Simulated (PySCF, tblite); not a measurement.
Isomers of C6H6F3O (doublet state), one GFN2-xTB conformer each. Single-point energies are computed at B3LYP/pcH-1 (PySCF, gas phase, no added dispersion term), electronic only. GFN2-xTB treats the open shell by occupation alone, and not every SCF solution was tested for stability.

```tsv
SMILES	GFN2-xTB relative energy (kJ/mol)
FC(F)(F)[CH][C@H]1CC=CO1	90.3
FC(F)(F)C[C@@H]1[CH]C=CO1	0.0
FC(F)(F)C1=CCC[CH]O1	45.1
O=C=CC[C@H](CF)[C](F)F	160.5
```

Conformers: `[F:1][C:2]([F:3])([F:4])[CH:5][C@H:6]1[CH2:7][CH:8]=[CH:9][O:10]1` (doublet state) with C2–C5–C6–C7 73°; `[F:1][C:2]([F:3])([F:4])[CH2:5][C@@H:6]1[CH:7][CH:8]=[CH:9][O:10]1` (doublet state) with C2–C5–C6–C7 -78°; `[F:1][C:2]([F:3])([F:4])[C:5]1=[CH:6][CH2:7][CH2:8][CH:9][O:10]1` (doublet state) with C5–C6–C7–C8 -28°, C6–C7–C8–C9 45°, C7–C8–C9–O10 -40°, C8–C9–O10–C5 13°; `[O:1]=[C:2]=[CH:3][CH2:4][C@H:5]([CH2:6][F:7])[C:8]([F:9])[F:10]` (doublet state) with C2–C3–C4–C5 111°, C3–C4–C5–C6 -57°, C4–C5–C6–F7 78°, C4–C5–C8–F9 59°.

Task: What does B3LYP/pcH-1 give for the same structures?

Result: 
```
                   SMILES  B3LYP/pcH-1 E (Eh)  B3LYP/pcH-1 (kJ/mol)  GFN2-xTB (kJ/mol)  point group
FC(F)(F)C[C@@H]1[CH]C=CO1          -606.98450                   0.0                0.0           C1
     FC(F)(F)C1=CCC[CH]O1          -606.96201                  59.0               45.1           C1
 FC(F)(F)[CH][C@H]1CC=CO1          -606.95116                  87.5               90.3           C1
   O=C=CC[C@H](CF)[C](F)F          -606.93214                 137.5              160.5           C1
```

Both levels put the same isomer lowest; measured from each level's own lowest isomer, the values differ by up to 23.0 kJ/mol (O=C=CC[C@H](CF)[C](F)F: 160.5 against 137.5). 

Task: What happens when harmonic zero-point energies from GFN2-xTB frequencies are added?

Result: 
```tsv
SMILES	ZPE (kJ/mol)	electronic (kJ/mol)	with ZPE (kJ/mol)
FC(F)(F)C[C@@H]1[CH]C=CO1	285.2	0.0	0.0
FC(F)(F)C1=CCC[CH]O1	284.9	59.0	58.7
FC(F)(F)[CH][C@H]1CC=CO1	281.1	87.5	83.5
O=C=CC[C@H](CF)[C](F)F	282.2	137.5	134.5
```

The zero-point energies span 4.1 kJ/mol. The order is unchanged.
